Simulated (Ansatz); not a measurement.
`[CH3][Ga]([NH2])[SH]` + HCl → `[CH3][Ga]([NH2])[Cl]` + H₂S  (ligand exchange at a Ga–S bond)

Isolated molecules relaxed with PBE0-D4/def2-TZVP in Ansatz; ΔE leaves out vibrations. CCSD(T)/CBS is the MP2 limit (def2-TZVPP, def2-QZVPP) plus CCSD(T) − MP2 in def2-TZVPP, frozen cores. This one scheme is used for every species. Functionals use def2-TZVPP. B3LYP here is the variant with VWN-RPA as its local correlation; programs differ in this. HSE06 is defined as in plane-wave codes. For Ga outer-core shells are correlated without core-valence functions, which leaves a few kJ/mol of doubt a bond. Scalar relativity is left out up to krypton. One conformer a species, not always the lowest.

Task: Is it downhill or uphill in electronic energy at CCSD(T)/CBS, and by how much? (An estimate is asked.)

Result: Ansatz gave: Downhill: ΔE = -36.6 kJ/mol.

Task: What do these levels give: PBE-D4, BLYP-D4, B3LYP-D4, r2SCAN0-D4, BHLYP-D4, CAM-B3LYP-D4, PBE-QIDH, r2SCANh, HSE06, MP2/def2-SVP, SCS-MP2/def2-TZVPP, MP2/CBS(def2)? (Best estimate.)

Result: Ansatz gave: PBE-D4 -33.6, BLYP-D4 -37.1, B3LYP-D4 -39.0, r2SCAN0-D4 -39.3, BHLYP-D4 -42.4, CAM-B3LYP-D4 -41.1, PBE-QIDH -38.1, r2SCANh -39.2, HSE06 -37.6, MP2/def2-SVP -43.4, SCS-MP2/def2-TZVPP -39.0, MP2/CBS(def2) -36.2 kJ/mol.

Largest T1 diagnostic among the species: 0.012.

Leaving LDA and LC-ωPBE aside and taking each functional with its dispersion term where it has one, the values, not all of them listed here, spread over 9.2 kJ/mol, from BHLYP-D4 to revPBE-D4. From BLYP to BHLYP (50 % exact exchange), in def2-TZVPP and without D4, ΔE moves by −4.7 kJ/mol.
